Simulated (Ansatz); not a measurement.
A made-up structure of MgZnH₂, singlet:

```
4
angstrom
Mg -0.1594 1.1867 -0.6308
Zn 0.1508 -1.1294 0.5992
H 0.3313 -2.4707 1.3127
H -0.3605 2.6958 -1.4311
```

It is relaxed with PBE-D4/def2-SVP and then PBE0-D4/def2-TZVP (Ansatz 0.2.0). Atoms count as bonded within 1.22 times the sum of their covalent radii (H–H: 0.88 Å). The end point is not checked to be a true minimum.

Problem. Does its bonding change? (Judge from chemistry; the calculation decides.)

Solution. The calculation gives: No: no bond forms or breaks.

Where it ends: The first stage lowers the energy by 0.02 eV in 3 steps. It ends as MgZnH₂ ([MgH][ZnH]):
```
4
angstrom
Mg -0.1607 1.1997 -0.6372
Zn 0.1494 -1.1163 0.5928
H 0.3358 -2.5078 1.3318
H -0.3624 2.7067 -1.4374
```

Labels in which every atom is bracketed show which atoms are joined, not bond orders.

For scale, one of the runs: PBE0-D4/def2-TZVP relaxation, 92 basis functions, launched by `ansatz run in.yaml --threads 2 --pin off --events-out ev --progress --plain --max-ram 4352MiB`. The run took about 7 s on 2 CPU threads of an Arm Neoverse V1 (shared host).
